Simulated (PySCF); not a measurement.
Point-charge models of `CCCP(C)CP` against its computed dipole.

Coordinates (GFN2-xTB, Å) and charges (e) from the PBE0/pcSseg-1 density (PySCF):

```csv
atom,x,y,z,Mulliken,IAO,Hirshfeld,ESP-fitted
C1,-3.038,0.750,0.461,-0.2583,-0.4144,-0.1163,-0.5262
C2,-1.994,-0.264,0.008,-0.2682,-0.2439,-0.0681,+0.2470
C3,-0.653,0.408,-0.264,-0.4585,-0.4355,-0.1182,+0.1149
P4,0.605,-0.767,-0.968,+0.3070,+0.4972,+0.1426,-0.3722
C5,0.934,-1.788,0.539,-0.4927,-0.6136,-0.1701,-0.1660
C6,2.077,0.377,-0.874,-0.6524,-0.6221,-0.1601,-0.1300
P7,2.497,1.096,0.799,+0.0564,+0.1666,+0.0813,-0.2537
H8,-3.982,0.257,0.680,+0.1147,+0.1404,+0.0405,+0.1247
H9,-2.703,1.265,1.359,+0.1097,+0.1378,+0.0395,+0.1160
H10,-3.210,1.493,-0.314,+0.1083,+0.1363,+0.0390,+0.1122
H11,-1.873,-1.027,0.780,+0.1240,+0.1277,+0.0353,+0.0184
H12,-2.338,-0.764,-0.901,+0.1256,+0.1330,+0.0328,-0.0274
H13,-0.252,0.858,0.651,+0.1615,+0.1318,+0.0205,-0.0201
H14,-0.789,1.203,-1.004,+0.1412,+0.1372,+0.0360,+0.0588
H15,0.133,-2.515,0.658,+0.1549,+0.1570,+0.0434,+0.0712
H16,1.869,-2.329,0.397,+0.1475,+0.1543,+0.0424,+0.1383
H17,1.000,-1.159,1.428,+0.1466,+0.1372,+0.0325,+0.0596
H18,1.856,1.219,-1.539,+0.1733,+0.1576,+0.0410,+0.1417
H19,2.947,-0.147,-1.281,+0.1767,+0.1541,+0.0372,+0.1189
H20,3.307,0.042,1.216,+0.0407,-0.0234,-0.0163,+0.0962
H21,3.599,1.806,0.323,+0.0421,-0.0152,-0.0154,+0.0776
```

Task: Compute μ = Σ q r for each scheme (1 e·Å = 4.803 D) and compare with the dipole of the full density.

Result: The full density gives (0.42, -0.04, 0.23) D, 0.48 D in size; dipole vectors point from the negative to the positive end.

```csv
scheme,μx,μy,μz,size (D),share of the full size (%),angle to the full dipole (°)
Mulliken,-0.37,-0.35,0.63,0.82,170,90
IAO,-0.57,-0.35,-0.76,1.01,212,145
Hirshfeld,-0.06,-0.03,-0.23,0.24,49,131
ESP-fitted,0.50,-0.13,0.21,0.55,116,11
```

Task: Which set comes closest?

Result: Length of the difference vector: ESP-fitted 0.12 D, Hirshfeld 0.66 D, Mulliken 0.95 D, IAO 1.44 D. Closest: ESP-fitted. 

Task: What is left for the Hirshfeld atoms' own dipoles?

Result: The shares of the density sum to the whole, so what Σ q r misses lies in dipoles about the nuclei. The atomic dipoles sum to (0.42, -0.04, 0.23) − (-0.06, -0.03, -0.23) = (0.48, -0.01, 0.46) D, 0.66 D in size.

Task: With the origin at the mean of the coordinates, (0.000, 0.001, 0.103) Å, which are the largest single terms, by size, of the ESP-fitted dipole along the direction of the full one?

Result: C1 +6.44, P7 -2.97, C2 -2.10, H8 -1.94, H10 -1.68 D; all 21 atoms together +0.54 D. The single terms depend on the origin, their sum doesn't.

Task: Give the size of the full dipole in other units.

Result: 0.48 D = 0.188 au = 0.100 e·Å = 1.60 × 10⁻³⁰ C·m.

Isolated species at its GFN2-xTB geometry (one conformer only).

The values belong to the conformer `[CH3:1][CH2:2][CH2:3][P:4]([CH3:5])[CH2:6][PH2:7]`: C1–C2–C3–P4 -175°, C2–C3–P4–C5 -71°, C3–P4–C6–P7 56°, H–P7–C6–P4 87°, H–P7–C6–P4 180°.
